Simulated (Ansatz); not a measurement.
Reaction (ligand exchange at a Zn–O bond): `C[O][Zn][O][SiH3]` + HCl → `C[O][Zn][Cl]` + `O[SiH3]`

Program: Ansatz. Geometries: PBE0-D4/def2-TZVP. ΔE: electronic, gas phase. CCSD(T)/CBS is the MP2 limit (def2-TZVPP, def2-QZVPP) plus CCSD(T) − MP2 in def2-TZVPP, frozen cores. This one scheme is used for every species. DFT in def2-TZVPP. For Zn outer-core shells are correlated without core-valence functions, which leaves a few kJ/mol of doubt a bond. Scalar relativity is left out up to krypton. One conformer a species, not always the lowest.

CCSD(T)/CBS gives -72.9 kJ/mol.

**Question.** Another level gave -79.5 kJ/mol. Which?
A. HF/def2-TZVPP
B. SCS-MP2/def2-TZVPP
C. B97M-V/def2-TZVPP
D. r2SCAN0/def2-TZVPP

**Answer.** D. r2SCAN0 -79.5, B97M-V -72.4, SCS-MP2/def2-TZVPP -64.3, HF/def2-TZVPP -87.1 kJ/mol.

Largest T1 diagnostic among the species: 0.016.

From BLYP to BHLYP (50 % exact exchange), in def2-TZVPP and without D4, ΔE moves by −8.8 kJ/mol. The D4 term adds +3.1 kJ/mol with B3LYP and +1.8 kJ/mol with PBE0; it sums over pairs of atoms, weighted by their polarisabilities, and B3LYP, whose exchange is more repulsive, gets the larger term.

B3LYP here is the variant with VWN-RPA as its local correlation; programs differ in this.
